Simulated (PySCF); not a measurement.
Job for PySCF: R-M06-2X/def2-TZVPP on isopropylamine (SMILES CC(C)N), a point of a torsion scan.

```python
from pyscf import gto, dft

mol = gto.M(
    atom='''
    C    -0.57567867    1.27217245    0.27131011
    C    -0.05996355   -0.04571655   -0.32378282
    C     0.61994600    0.18446818   -1.66998619
    N     0.90426077   -0.63609361    0.59812356
    H    -0.06377966    2.11997537   -0.17506046
    H    -0.41050668    1.29207597    1.34441184
    H    -1.64012184    1.38985209    0.08151816
    H    -0.92460059   -0.71945396   -0.48681164
    H     0.91369338   -0.76218339   -2.11966081
    H     1.51063237    0.79079060   -1.52752712
    H    -0.05627982    0.69555096   -2.35034073
    H     1.30913989   -1.47530298    0.19725975
    H     0.45134111   -0.89329360    1.46818343
    ''',
    basis='def2-tzvpp',
    charge=0, spin=0, verbose=4, max_memory=1800)
mf = dft.RKS(mol, xc='m062x').density_fit(auxbasis='def2-universal-jkfit')
mf.grids.level = 4
mf.conv_tol = 1e-9
mf.max_cycle = 150
mf.kernel()
mf.dip_moment()
```

The log:

```
PySCF version 2.14.0

[INPUT] verbose = 4
[INPUT] num. atoms = 13
[INPUT] num. electrons = 34
[INPUT] charge = 0
[INPUT] spin (= nelec alpha-beta = 2S) = 0
[INPUT] symmetry False subgroup None
[INPUT] Mole.unit = angstrom
[INPUT] Symbol           X                Y                Z      unit          X                Y                Z       unit  Magmom
[INPUT]  1 C     -0.575678670000   1.272172450000   0.271310110000 AA   -1.087875022054   2.404057513717   0.512701802726 Bohr   0.0
[INPUT]  2 C     -0.059963550000  -0.045716550000  -0.323782820000 AA   -0.113314686957  -0.086391758860  -0.611860853639 Bohr   0.0
[INPUT]  3 C      0.619946000000   0.184468180000  -1.669986190000 AA    1.171528152020   0.348594338897  -3.155816530906 Bohr   0.0
[INPUT]  4 N      0.904260770000  -0.636093610000   0.598123560000 AA    1.708805200488  -1.202042712486   1.130289717050 Bohr   0.0
[INPUT]  5 H     -0.063779660000   2.119975370000  -0.175060460000 AA   -0.120526089718   4.006172840123  -0.330816324640 Bohr   0.0
[INPUT]  6 H     -0.410506680000   1.292075970000   1.344411840000 AA   -0.775745197504   2.441669715432   2.540570176223 Bohr   0.0
[INPUT]  7 H     -1.640121840000   1.389852090000   0.081518160000 AA   -3.099381088518   2.626439803754   0.154046996578 Bohr   0.0
[INPUT]  8 H     -0.924600590000  -0.719453960000  -0.486811640000 AA   -1.747241889711  -1.359570943634  -0.919940673850 Bohr   0.0
[INPUT]  9 H      0.913693380000  -0.762183390000  -2.119660810000 AA    1.726630250028  -1.440317863793  -4.005578407874 Bohr   0.0
[INPUT] 10 H      1.510632370000   0.790790600000  -1.527527120000 AA    2.854681454203   1.494377655880  -2.886607904646 Bohr   0.0
[INPUT] 11 H     -0.056279820000   0.695550960000  -2.350340730000 AA   -0.106353446140   1.314400820078  -4.441500279110 Bohr   0.0
[INPUT] 12 H      1.309139890000  -1.475302980000   0.197259750000 AA    2.473915850843  -2.787918582955   0.372766902900 Bohr   0.0
[INPUT] 13 H      0.451341110000  -0.893293600000   1.468183430000 AA    0.852911086657  -1.688080252827   2.774464583325 Bohr   0.0

nuclear repulsion = 135.82689664897
number of shells = 98
number of NR pGTOs = 328
number of NR cGTOs = 250
basis = def2-tzvpp
ecp = {}


******** <class 'pyscf.df.df_jk.DFRKS'> ********
method = DFRKS
initial guess = minao
damping factor = 0
level_shift factor = 0
DIIS = <class 'pyscf.scf.diis.CDIIS'>
diis_start_cycle = 1
diis_space = 8
diis_damp = 0
SCF conv_tol = 1e-09
SCF conv_tol_grad = None
SCF max_cycles = 150
direct_scf = False
XC library pyscf.dft.libxc version 7.1.2
    S. Lehtola, C. Steigemann, M. J. T. Oliveira, and M. A. L. Marques,  SoftwareX 7, 1–5 (2018)
XC functionals = m062x
    Y. Zhao and D. G. Truhlar,  Theor. Chem. Acc. 120, 215 (2008)
    Y. Zhao and D. G. Truhlar,  Theor. Chem. Acc. 120, 215 (2008)
radial grids:
    Treutler-Ahlrichs [JCP 102, 346 (1995); DOI:10.1063/1.469408] (M4) radial grids

becke partition: Becke, JCP 88, 2547 (1988); DOI:10.1063/1.454033
pruning grids: <function nwchem_prune>
grids dens level: 4
symmetrized grids: False
atomic radii adjust function: <function treutler_atomic_radii_adjust>
small_rho_cutoff = 0
Set gradient conv threshold to 3.16228e-05
Initial guess from minao.
tot grids = 255072
******** <class 'pyscf.df.df.DF'> ********
auxbasis = def2-universal-jkfit
init E= -174.791671001728
  HOMO = -0.288250796094125  LUMO = 0.0219163270436766  gap/eV = 8.44008
cycle= 1 E= -174.43008884199  delta_E= 0.362  |g|= 0.37  |ddm|= 2.34
  HOMO = -0.250371180576984  LUMO = 0.0669034140422937  gap/eV = 8.63348
cycle= 2 E= -174.440946426771  delta_E= -0.0109  |g|= 0.326  |ddm|= 0.555
  HOMO = -0.308437765378045  LUMO = 0.0592767346239924  gap/eV = 10.00602
cycle= 3 E= -174.463752757315  delta_E= -0.0228  |g|= 0.0412  |ddm|= 0.254
  HOMO = -0.301221992692845  LUMO = 0.0610487358784937  gap/eV = 9.85789
cycle= 4 E= -174.464035646213  delta_E= -0.000283  |g|= 0.0194  |ddm|= 0.0438
  HOMO = -0.303630454997162  LUMO = 0.0609391991362003  gap/eV = 9.92045
cycle= 5 E= -174.464115369915  delta_E= -7.97e-05  |g|= 0.0033  |ddm|= 0.0149
  HOMO = -0.303195964280427  LUMO = 0.0609264414100181  gap/eV = 9.90828
cycle= 6 E= -174.464117926737  delta_E= -2.56e-06  |g|= 0.000482  |ddm|= 0.0034
  HOMO = -0.303137291441359  LUMO = 0.060951459452582  gap/eV = 9.90736
cycle= 7 E= -174.464117977722  delta_E= -5.1e-08  |g|= 0.000217  |ddm|= 0.000672
  HOMO = -0.303155797272169  LUMO = 0.0609464307482241  gap/eV = 9.90773
cycle= 8 E= -174.464117989335  delta_E= -1.16e-08  |g|= 3.91e-05  |ddm|= 0.000209
  HOMO = -0.303157142238874  LUMO = 0.0609461152676332  gap/eV = 9.90775
cycle= 9 E= -174.464117990013  delta_E= -6.78e-10  |g|= 7.94e-06  |ddm|= 0.000106
  HOMO = -0.303156675580567  LUMO = 0.0609463711208278  gap/eV = 9.90775
Extra cycle  E= -174.464117990044  delta_E= -3.18e-11  |g|= 3.53e-06  |ddm|= 2.44e-05
converged SCF energy = -174.464117990044
Dipole moment(X, Y, Z, Debye): -0.87271, -0.89131, -0.17763
```

The calculation finished and met its thresholds.

Cost: very roughly 90 core-seconds.
